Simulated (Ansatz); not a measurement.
H2W2⁺. Charge 1, multiplicity 2. Geometry PBE-D4/def2-TZVP; atoms count from 1.

```xyz
4

W     0.066   -0.162    1.017
W    -0.064    0.159   -1.019
H     0.172   -0.433    2.734
H    -0.174    0.437   -2.732
```

In the def2 sets W takes a core potential; there is no spin–orbit coupling. The charge 1 doublet is spin-contaminated (final ⟨S²⟩ up to 1.73, 0.75 for a pure state). Another isomer (doublet) lies 1.73 eV lower at PBE0-D4/def2-TZVP; other spin states weren't run for this one.

(1) Estimate the Mulliken populations from the PBE0/def2-TZVP orbitals of Ansatz.

(2) Where does the spin sit?

(3) And the Mayer bond orders between heavy atoms (over 0.3)?

Answers

(1) 
```json
{"atom": "W1", "charge (e)": "0.44", "spin (α − β)": "2.49", "d electrons": "4.36"}
{"atom": "W2", "charge (e)": "0.46", "spin (α − β)": "-1.47", "d electrons": "4.24"}
{"atom": "H3", "charge (e)": "0.05", "spin (α − β)": "-0.05", "d electrons": "–"}
{"atom": "H4", "charge (e)": "0.05", "spin (α − β)": "0.03", "d electrons": "–"}
```
Mulliken values depend strongly on the basis.

(2) Summed by element: W 1.02, H -0.02, of 1 unpaired in all. Largest on single atoms: W1 2.49, W2 -1.47, H3 -0.05.

(3) W1–W2 3.61 (2.07 Å).
